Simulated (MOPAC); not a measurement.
Input file for MOPAC: PM3 on HBr (SMILES Br).

```
PM3 1SCF PRECISE CHARGE=0 THREADS=1
BrH

Br     0.12734367 1    -0.45496743 1     4.25969111 1
H      0.09829558 1    -0.36002924 1     2.83370912 1
```

It printed:

```
*******************************************************************************
 **                                                                           **
 **                              MOPAC v23.2.5                                **
 **                                                                           **
 *******************************************************************************
 ** MOPAC's Digital Object Identifier: https://doi.org/10.5281/zenodo.6511958 **
 **                                                                           **
 ** Please cite the open-source release paper for use of this MOPAC version:  **
 ** J. E. Moussa and J. J. P. Stewart (2026)                                  **
 ** MOPAC: An open-source semiempirical molecular orbital program             **
 ** J. Open Source Softw., 11(119), 8025, https://doi.org/10.21105/joss.08025 **
 *******************************************************************************

                              PM3 CALCULATION RESULTS

 *******************************************************************************
 *  PM3        - The PM3 Hamiltonian to be used
 *
 *
 *
 *                 CHARGE ON SYSTEM = 0
 *
 *
 *
 *  PRECISE    - TIGHTER CRITERIA TO BE USED
 *  1SCF       - DO 1 SCF AND THEN STOP
 *  THREADS=1  - MULTI-THREADING NOT USED
 *  T=         - A TIME OF 172800.0 SECONDS REQUESTED
 *  DUMP=N     - RESTART FILE WRITTEN EVERY 7200.0 SECONDS REQUESTED
 *******************************************************************************
PM3 1SCF PRECISE CHARGE=0 THREADS=1
 BrH

   ATOM   CHEMICAL          X               Y               Z
  NUMBER   SYMBOL      (ANGSTROMS)     (ANGSTROMS)     (ANGSTROMS)

     1      Br          0.12734367  *  -0.45496743  *   4.25969111  *
     2       H          0.09829558  *  -0.36002924  *   2.83370912  *



          CARTESIAN COORDINATES

    NO.       ATOM           X           Y           Z

     1        Br          0.1273     -0.4550      4.2597
     2         H          0.0983     -0.3600      2.8337

  H: (PM3): J. J. P. STEWART, J. COMP. CHEM. 10, 209 (1989).
 Br: (PM3): J. J. P. STEWART, J. COMP. CHEM. 10, 209 (1989).

           Empirical Formula: H Br  =     2 atoms



      MOLECULAR POINT GROUP   :   C*v


      RHF CALCULATION, NO. OF DOUBLY OCCUPIED LEVELS = 4


 -------------------------------------------------------------------------------
 PM3 1SCF PRECISE CHARGE=0 THREADS=1
 BrH



     1SCF WAS SPECIFIED, SO BFGS WAS NOT USED
     SCF FIELD WAS ACHIEVED


                              PM3 CALCULATION
                                                       MOPAC v23.2.5 Linux




          FINAL HEAT OF FORMATION =          5.62144 KCAL/MOL =      23.52010 KJ/MOL


          COSMO AREA              =         60.31 SQUARE ANGSTROMS
          COSMO VOLUME            =         44.47 CUBIC ANGSTROMS

          IONIZATION POTENTIAL    =         12.255338 EV
          HOMO LUMO ENERGIES (EV) =        -12.255 -0.054
          NO. OF FILLED LEVELS    =          4
          MOLECULAR WEIGHT        =         80.9119         POINT GROUP:  C*v

          MOLECULAR DIMENSIONS (Angstroms)

            Atom       Atom       Distance
            H     2   Br     1     1.42943
            H     2   Br     1     0.00000
           Br     1    H     2     0.00000


          SCF CALCULATIONS        =          1





   ATOM   CHEMICAL          X               Y               Z
  NUMBER   SYMBOL      (ANGSTROMS)     (ANGSTROMS)     (ANGSTROMS)

     1      Br          0.12734367  *  -0.45496743  *   4.25969111  *
     2       H          0.09829558  *  -0.36002924  *   2.83370912  *

                             CARTESIAN COORDINATES

   1   Br        0.127343670    -0.454967430     4.259691110
   2    H        0.098295580    -0.360029240     2.833709120


           Empirical Formula: H Br  =     2 atoms



      MOLECULAR POINT GROUP   :   C*v


                  EIGENVALUES
 -21.62473 -15.54201 -12.25534 -12.25534  -0.05409


              NET ATOMIC CHARGES AND DIPOLE CONTRIBUTIONS

  ATOM NO.   TYPE          CHARGE      No. of ELECS.   s-Pop       p-Pop
    1         Br          -0.120880        7.1209     1.88467     5.23621
    2          H           0.120880        0.8791     0.87912
 DIPOLE           X         Y         Z       TOTAL
 POINT-CHG.    -0.017     0.055    -0.828     0.830
 HYBRID        -0.008     0.028    -0.415     0.416
 SUM           -0.025     0.083    -1.243     1.246


          ATOMIC ORBITAL ELECTRON POPULATIONS

     Atom    s        px        py        pz
    1 Br   1.88467   1.99968   1.99663   1.23990
    2  H   0.87912

 **********************
 *                    *
 * JOB ENDED NORMALLY *
 *                    *
 **********************




 == MOPAC DONE ==
```

The run finished.

Cost: very roughly 0.03 core-seconds.
